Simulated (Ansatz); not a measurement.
Relaxation of CH₄N₂Si (8 atoms, charge 0, multiplicity 1), to a largest force component of 0.02 eV/Å in at most 50 steps.

Level of theory: RKS PBE/6-31G* (Ansatz).

```xyz
8
Properties=species:S:1:pos:R:3
N 0.864 -1.802 1.871
C 0.801 -0.956 1.100
N 0.709 0.009 0.213
Si -0.737 0.474 -0.653
H 1.759 -0.440 1.028
H -1.007 1.871 -0.305
H -0.429 0.342 -2.077
H -1.779 -0.437 -0.204
```

Problem. Where does it end, and by what steps?

Solution. It converged. The force dipped under the threshold on the way, but the program's further checks kept it going. After 25 steps the energy has fallen by 3.899 eV; H5 moved furthest, 1.24 Å. Parted: C2–H5. Joined: N3–H5.

| step | energy less start (eV) | largest force component (eV/Å) | accepted |
| --- | --- | --- | --- |
| 0 | 0.0000 | 6.015 | yes |
| 1 | -0.5611 | 2.060 | yes |
| 2 | -0.7478 | 2.028 | yes |
| 3 | -1.3650 | 4.671 | yes |
| 4 | -2.3921 | 5.072 | yes |
| 5 | -3.2006 | 3.532 | yes |
| 6 | -3.6345 | 1.317 | yes |
| 7 | -3.8315 | 0.547 | yes |
| 8 | -3.8593 | 0.587 | yes |
| 9 | -3.8680 | 0.312 | yes |
| 10 | -3.8758 | 0.260 | yes |
| 11 | -3.8793 | 0.118 | yes |
| 12 | -3.8871 | 0.079 | yes |
| 13 | -3.8820 | 0.916 | no |
| 14 | -3.8916 | 0.222 | yes |
| 15 | -3.8941 | 0.206 | yes |
| 16 | -3.8955 | 0.132 | yes |
| 17 | -3.8974 | 0.086 | yes |
| 18 | -3.8982 | 0.072 | yes |
| 19 | -3.8986 | 0.103 | yes |
| 20 | -3.8990 | 0.056 | yes |
| 21 | -3.8993 | 0.007 | yes |
| 22 | -3.8994 | 0.016 | yes |
| 23 | -3.8994 | 0.043 | yes |
| 24 | -3.8994 | 0.026 | yes |
| 25 | -3.8995 | 0.004 | yes |

```xyz
8
Properties=species:S:1:pos:R:3
N 1.022 -2.376 1.442
C 0.852 -1.269 1.067
N 0.624 -0.023 0.618
Si -0.645 0.403 -0.552
H 1.254 0.695 0.978
H -0.515 1.886 -0.696
H -0.419 -0.282 -1.863
H -1.992 0.028 -0.022
```

Time of the run: 44 s on 1 thread of Arm Neoverse V2, on a shared host, peak memory 0.13 GiB.
